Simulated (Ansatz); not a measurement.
Reaction (redistribution): `N[SiH](Cl)O[SiH3]` + `CN[Si](F)(F)OC` → `CO[SiH](Cl)O[SiH3]` + `CN[Si](N)(F)F`

Calculated with Ansatz (gas phase, PBE0-D4/def2-TZVP geometries, no zero-point term in ΔE). CBS: MP2 limit from def2 TZ/QZ plus the TZ coupled-cluster correction, frozen cores. Functionals use def2-TZVPP. B3LYP here is the variant with VWN-RPA as its local correlation; programs differ in this. Each species was taken in one conformer, which may not be the lowest.

```json
{"level": "PBE-D4", "ΔE (kcal/mol)": "-1.9"}
{"level": "B3LYP", "ΔE (kcal/mol)": "-1.8"}
{"level": "HF/def2-QZVPP", "ΔE (kcal/mol)": "-1.5"}
{"level": "MP2/CBS(def2)", "ΔE (kcal/mol)": "-2.1"}
```

**Question.** What does CCSD(T)/CBS give? (Estimate.)

**Answer.** Computed: -2.0 kcal/mol. The listed levels differ from it by 0.1, 0.2, 0.5, -0.1 kcal/mol.

Largest T1 diagnostic among the species: 0.011.
